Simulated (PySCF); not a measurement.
## First-order multiplets

Atoms are numbered as in `[CH2:1]1[CH2:2][CH2:3][C@H:4]2[CH2:5][C@H:6]2[CH2:7]1`. Each H is labelled by its parent atom. Ha(C5) is cis to C3 on the ring; Ha(C1), Ha(C2), Ha(C3), Ha(C7) are cis to C5 on the ring; Hb(C5) is trans to C3 on the ring; Hb(C1), Hb(C2), Hb(C3), Hb(C7) are trans to C5 on the ring.

Theoretical values (PySCF): J couplings at B3LYP/pcJ-1 (without the spin–dipole term), shieldings: GIAO PBE0/pcSseg-1, geometry from PBE0-D3(BJ)/def2-SVP. One computed conformer, no solvent model, one averaged value for each set of equivalent atoms, non-relativistic Hamiltonian.

Scale: ¹H (σref 31.27) vs TMS (reference shieldings calculated alike).

Spectrometer: 600 MHz for ¹H. First-order analysis; couplings under 1 Hz (under 4 Hz in carbon signals) are ignored, and nearly equal couplings are merged; the smaller ones broaden or split the lines further.

Q: What pattern does Hb(C5) show (¹H)?

A: A triplet of doublets at δ 0.59: 10.1 Hz to H(C4)/H(C6) (2 × ¹H, 3 bonds away), 5.3 Hz to Ha(C5) (1 × ¹H, 2 bonds away). Lines in Hz from the centre (relative intensity): +12.8 (1), +7.5 (1), +2.6 (2), -2.6 (2), -7.5 (1), -12.8 (1). The outer lines are 25.5 Hz apart, the sum of the couplings kept, or 0.043 ppm at this field.

Q: What pattern does Ha(C5) show (¹H)?

A: A triplet of doublets at δ -0.10: 6.1 Hz to H(C4)/H(C6) (2 × ¹H, 3 bonds away), 5.3 Hz to Hb(C5) (1 × ¹H, 2 bonds away). Lines in Hz from the centre (relative intensity): +8.8 (1), +3.5 (1), +2.6 (2), -2.6 (2), -3.5 (1), -8.8 (1). The outer lines are 17.5 Hz apart, the sum of the couplings kept, or 0.029 ppm at this field.

Unscaled 3J(H,H) at this level run about 10 % above measured values.
